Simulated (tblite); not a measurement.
C2H8OSeSi.
Numbering: `[CH3:1][Se@:2](=[O:3])[CH2:4][SiH3:5]` (hydrogens: H6, H7, H8 on C1; H9, H10 on C4; H11, H12, H13 on Si5)

Computed with GFN2-xTB (tblite), gas phase: L-BFGS steps from a force-field or distance-geometry start until the largest atomic force falls under 0.01 eV/Å.

Step 48: E = -470.5325 eV
```
atom  x, y, z in Å  |  force x, y, z in eV/Å
C1      2.3656    0.2910    0.0084    0.015  -0.003   0.001
Se2     0.5921    0.7227    0.7764   -0.079  -0.023  -0.010
O3      0.5270   -0.1816    2.0975   -0.015  -0.007  -0.003
C4     -0.4846   -0.2819   -0.5207    0.015  -0.011  -0.012
Si5    -2.3247   -0.0423   -0.0778    0.023   0.039   0.027
H6      2.2481   -0.4009   -0.8215    0.019  -0.026  -0.006
H7      2.8537    1.2017   -0.3280   -0.007  -0.002   0.001
H8      2.9358   -0.1693    0.8120   -0.002   0.007   0.001
H9     -0.2455    0.0992   -1.5108    0.003   0.008  -0.005
H10    -0.1733   -1.3245   -0.4421    0.021   0.020  -0.001
H11    -3.0692   -0.3636   -1.2996   -0.012  -0.021   0.004
H12    -2.5158    1.3698    0.2675   -0.014   0.021   0.004
H13    -2.7134   -0.9198    1.0207    0.033  -0.002  -0.002
```

Step 49: E = -470.5330 eV
```
atom  x, y, z in Å  |  force x, y, z in eV/Å
C1      2.3664    0.2906    0.0104    0.044  -0.012  -0.022
Se2     0.5915    0.7228    0.7759   -0.071  -0.029  -0.007
O3      0.5234   -0.1827    2.0966   -0.015  -0.001  -0.020
C4     -0.4860   -0.2792   -0.5242    0.030  -0.014   0.002
Si5    -2.3260   -0.0417   -0.0767    0.045   0.046   0.029
H6      2.2510   -0.4040   -0.8182    0.010  -0.015   0.004
H7      2.8570    1.1996   -0.3293   -0.031  -0.014   0.012
H8      2.9389   -0.1688    0.8133   -0.019   0.016   0.005
H9     -0.2471    0.1037   -1.5141   -0.002   0.000   0.011
H10    -0.1740   -1.3220   -0.4454    0.015   0.034  -0.010
H11    -3.0694   -0.3688   -1.2964   -0.025  -0.020  -0.010
H12    -2.5197    1.3706    0.2675   -0.013   0.013   0.001
H13    -2.7103   -0.9195    1.0227    0.031  -0.004   0.005
```

Step 50: E = -470.5335 eV
```
atom  x, y, z in Å  |  force x, y, z in eV/Å
C1      2.3689    0.2909    0.0128    0.051  -0.024  -0.024
Se2     0.5892    0.7205    0.7731   -0.038  -0.012  -0.012
O3      0.5178   -0.1852    2.0933   -0.017  -0.006  -0.025
C4     -0.4881   -0.2777   -0.5297    0.037  -0.010   0.017
Si5    -2.3266   -0.0400   -0.0741    0.051   0.036   0.018
H6      2.2590   -0.4070   -0.8138   -0.004  -0.016  -0.001
H7      2.8607    1.1987   -0.3292   -0.047  -0.010   0.018
H8      2.9425   -0.1660    0.8168   -0.033   0.023   0.011
H9     -0.2502    0.1065   -1.5197   -0.005  -0.006   0.024
H10    -0.1766   -1.3207   -0.4506    0.013   0.032  -0.021
H11    -3.0714   -0.3735   -1.2908   -0.033  -0.016  -0.017
H12    -2.5227    1.3725    0.2679   -0.009   0.010   0.001
H13    -2.7070   -0.9185    1.0261    0.033  -0.001   0.010
```

Step 51: E = -470.5340 eV
```
atom  x, y, z in Å  |  force x, y, z in eV/Å
C1      2.3718    0.2903    0.0145    0.030  -0.029  -0.028
Se2     0.5871    0.7199    0.7707    0.014  -0.001  -0.008
O3      0.5130   -0.1881    2.0892   -0.020  -0.006  -0.029
C4     -0.4888   -0.2742   -0.5342    0.025  -0.004   0.023
Si5    -2.3264   -0.0384   -0.0711    0.037   0.018  -0.007
H6      2.2646   -0.4120   -0.8091   -0.010  -0.007   0.001
H7      2.8650    1.1964   -0.3302   -0.058  -0.012   0.021
H8      2.9440   -0.1642    0.8207   -0.036   0.027   0.021
H9     -0.2530    0.1120   -1.5240   -0.007  -0.009   0.029
H10    -0.1769   -1.3168   -0.4561    0.013   0.019  -0.028
H11    -3.0728   -0.3807   -1.2857   -0.026  -0.006  -0.003
H12    -2.5283    1.3743    0.2675   -0.004   0.004   0.000
H13    -2.7036   -0.9180    1.0299    0.040   0.008   0.009
```

Task: Estimate the geometry and energy of step 52. (The exact step hangs on the optimiser's Hessian estimate; all steps are aligned on step 51, rigid shifts and turns removed.)

Result: E = -470.5345 eV, largest force 0.057 eV/Å
```
atom  x, y, z in Å  |  force x, y, z in eV/Å
C1      2.3746    0.2891    0.0154   -0.008  -0.029  -0.011
Se2     0.5861    0.7194    0.7685    0.054   0.015  -0.008
O3      0.5089   -0.1905    2.0853   -0.020  -0.010  -0.021
C4     -0.4890   -0.2708   -0.5373    0.011   0.005   0.020
Si5    -2.3257   -0.0371   -0.0687    0.013  -0.005  -0.026
H6      2.2689   -0.4166   -0.8050   -0.012  -0.012  -0.010
H7      2.8678    1.1940   -0.3309   -0.054   0.000   0.015
H8      2.9443   -0.1624    0.8245   -0.029   0.024   0.030
H9     -0.2556    0.1171   -1.5267   -0.005  -0.004   0.022
H10    -0.1767   -1.3127   -0.4615    0.015  -0.004  -0.028
H11    -3.0743   -0.3873   -1.2814   -0.013   0.004   0.013
H12    -2.5335    1.3756    0.2667    0.002   0.001   0.000
H13    -2.7002   -0.9174    1.0332    0.047   0.017   0.005
```

The energy changes by -0.0004 eV. The first-order estimate −F·Δx gives -0.0006 eV and the mean of the old and new forces, exact on a quadratic surface, -0.0004 eV. The step makes an angle of 77° with the force vector and moves no atom by more than 0.008 Å.

What follows is the cost of the whole relaxation. Hardware: Intel Xeon at 2.50 GHz, one thread, shared host with 64 logical CPUs at a one-minute load of 56. Cost: 1.9 s.
